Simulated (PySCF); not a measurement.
Job file and geometry (Å, from GFN2-xTB) of an NMR shielding run on SMILES C/C=C\[C@H](F)[SiH2]SC[SiH3], C5H13FSSi2, GIAO PBE0/pcSseg-1 NMR shielding, non-relativistic, gas phase in PySCF; density fitting, a coarse starting grid and PySCF grid level 2 are the driver's defaults:

```
$ OMP_NUM_THREADS=1 python probes_run.py task.json out

{"job": {"kind": "nmr", "xc": "PBE0", "basis": "pcSseg-1"}, "charge": 0, "multiplicity": 1}
C     -1.684428     1.361184    -0.597346
C     -1.545170     0.794502     0.776457
C     -1.530227    -0.488163     1.111324
C     -1.642987    -1.650882     0.184709
F     -2.244163    -2.710146     0.862765
Si     0.062488    -2.310435    -0.442863
S      1.127415    -0.825902    -1.559951
C      1.879746     0.166292    -0.213422
Si     2.727151     1.695625    -0.969390
H     -1.753684     0.588895    -1.357512
H     -0.824169     1.989530    -0.828246
H     -2.572971     1.991276    -0.647607
H     -1.443906     1.532943     1.562167
H     -1.415584    -0.775412     2.147830
H     -2.314564    -1.431967    -0.652801
H      0.868187    -2.676423     0.716577
H     -0.166260    -3.395200    -1.382340
H      2.590487    -0.473748     0.304923
H      1.088941     0.442760     0.479334
H      1.729202     2.458581    -1.715974
H      3.246521     2.481477     0.152916
H      3.807564     1.254599    -1.845441
```

**Question.** What does the program print?

**Answer.** 
```
coarse grid: 19448 points
cycle   1  E = -1274.4417727028  dE =  6.729e-01  |g| = 5.467e-01  |ddm| = 4.180e+00
cycle   2  E = -1274.4158404690  dE =  2.593e-02  |g| = 7.004e-01  |ddm| = 1.038e+00
cycle   3  E = -1274.5029992005  dE = -8.716e-02  |g| = 8.857e-02  |ddm| = 5.998e-01
cycle   4  E = -1274.5043116796  dE = -1.312e-03  |g| = 3.957e-02  |ddm| = 1.042e-01
cycle   5  E = -1274.5046653103  dE = -3.536e-04  |g| = 1.040e-02  |ddm| = 3.902e-02
cycle   6  E = -1274.5046870159  dE = -2.171e-05  |g| = 4.409e-03  |ddm| = 1.233e-02
cycle   7  E = -1274.5046917267  dE = -4.711e-06  |g| = 5.772e-04  |ddm| = 4.291e-03
final grid: 173080 points
cycle   8  E = -1274.5664162183  dE = -4.996e-05  |g| = 9.627e-03  |ddm| = 3.735e-02
cycle   9  E = -1274.5664014073  dE =  1.481e-05  |g| = 1.260e-02  |ddm| = 1.971e-02
cycle  10  E = -1274.5664386449  dE = -3.724e-05  |g| = 1.232e-03  |ddm| = 1.151e-02
cycle  11  E = -1274.5664389284  dE = -2.835e-07  |g| = 2.766e-04  |ddm| = 1.277e-03
cycle  12  E = -1274.5664389421  dE = -1.364e-08  |g| = 7.320e-05  |ddm| = 2.840e-04
cycle  13  E = -1274.5664389431  dE = -1.085e-09  |g| = 3.788e-05  |ddm| = 1.097e-04
cycle  14  E = -1274.5664389435  dE = -3.422e-10  |g| = 8.521e-06  |ddm| = 3.689e-05
converged SCF energy = -1274.5664389435

GIAO shielding tensors (ppm)
atom      isotropic    diamagn.    paramagn.     s11        s22        s33       span
  0 C      167.414     250.142     -82.728    151.229    171.497    179.516     28.288
  1 C       52.973     258.791    -205.818    -57.007     51.395    164.531    221.539
  2 C       47.335     256.002    -208.667    -59.606     64.541    137.070    196.675
  3 C       96.839     252.755    -155.916     60.094     76.432    153.990     93.895
  4 F      420.628     471.658     -51.030    378.238    422.414    461.233     82.995
  5 Si     380.149     880.183    -500.034    339.785    383.552    417.110     77.324
  6 S      685.228    1060.705    -375.477    587.980    605.352    862.352    274.372
  7 C      176.049     258.210     -82.161    162.789    171.291    194.066     31.277
  8 Si     416.748     879.992    -463.243    383.712    403.621    462.912     79.200
  9 H       29.359      33.042      -3.684     26.808     29.276     31.992      5.184
 10 H       29.913      32.703      -2.790     25.325     29.190     35.223      9.897
 11 H       29.819      28.260       1.558     25.460     26.891     37.105     11.645
 12 H       25.976      32.885      -6.909     23.872     26.157     27.899      4.027
 13 H       25.507      32.841      -7.334     23.358     25.716     27.447      4.090
 14 H       25.798      31.372      -5.575     22.566     24.943     29.883      7.316
 15 H       27.030      30.104      -3.075     23.309     25.990     31.791      8.482
 16 H       26.862      28.959      -2.097     22.666     25.117     32.802     10.137
 17 H       29.996      32.733      -2.737     24.162     28.506     37.321     13.159
 18 H       29.311      36.901      -7.590     21.221     30.154     36.559     15.337
 19 H       27.897      29.348      -1.450     23.930     27.695     32.066      8.136
 20 H       27.635      28.742      -1.107     23.939     25.133     33.831      9.892
 21 H       27.807      28.698      -0.892     24.030     25.921     33.469      9.439
```

**Question.** Turn these shieldings into chemical shifts. Shifts are taken against calculated references (same method and geometry level): TMS for $^{13}$C (σ = 186.93 ppm) and $^{29}$Si (σ = 349.16 ppm) and $^{1}$H (σ = 31.72 ppm); $^{19}$F (σ = 170.95 ppm) against CFCl3; $^{33}$S (σ = 503.73 ppm) vs CS2.

**Answer.** Averaging equivalent atoms: C 2: 139.6; C 1: 134.0; C 3: 90.1; C 0: 19.5; C 7: 10.9; F 4: -249.7; Si 5: -31.0; Si 8: -67.6; S 6: -181; H 13: 6.21; H 14: 5.92; H 12: 5.74; H 16: 4.86; H 15: 4.69; H 19/20/21: 3.94; H 18: 2.41; H 9/10/11: 2.02; H 17: 1.72 ppm. Unscaled 19F shifts against computed CFCl3 carry errors that often reach 10 to 50 ppm.

Size and cost of the density-fitted run: 239 basis functions, 2.6 min wall time on 1 thread of an Intel Xeon, shared host; peak memory 1.1 GiB.
